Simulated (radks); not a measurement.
Species: P XII. Configuration: [He] 2s2. All-electron calculation, non-relativistic Kohn-Sham, PBE, spin-polarised, spherical densities, point nucleus. Program: a radial shooting solver on a logarithmic mesh with Libxc functionals.

Radial electron density D(r) = 4 pi r^2 rho(r):

r (bohr)  D(r) (e/bohr)
0.007978          1.420
0.008781          1.680
0.009666          1.982
0.01073           2.363
0.01181           2.772
0.013             3.240
0.01431           3.775
0.01575           4.379
0.01733           5.059
0.01908           5.815
0.021             6.650
0.0233            7.639
0.02565           8.624
0.02824           9.666
0.03108           10.75
0.03421           11.85
0.03766           12.94
0.04146           13.98
0.04563           14.93
0.05063           15.81
0.05574           16.41
0.06135           16.77
0.06753           16.85
0.07434           16.60
0.08183           16.02
0.09007           15.10
0.09915           13.87
0.11              12.28
0.1211            10.64
0.1333            8.965
0.1467            7.367
0.1615            5.965
0.1778            4.856
0.1957            4.106
0.2154            3.736
0.239             3.727
0.2631            3.996
0.2896            4.405
0.3188            4.816
0.3509            5.095
0.3863            5.143
0.4252            4.912
0.4681            4.414
0.5194            3.652
0.5717            2.852
0.6293            2.067
0.6927            1.383
0.7625           0.8496
0.8394           0.4752
0.9239           0.2399
1.017            0.1083
1.128           0.03982
1.242           0.01374
1.367          0.004091
1.505          0.001036

D(r) has 2 maxima, at r = 0.0659, 0.374 bohr, and minima at 0.228 bohr, inside which lie 2.07 electrons.
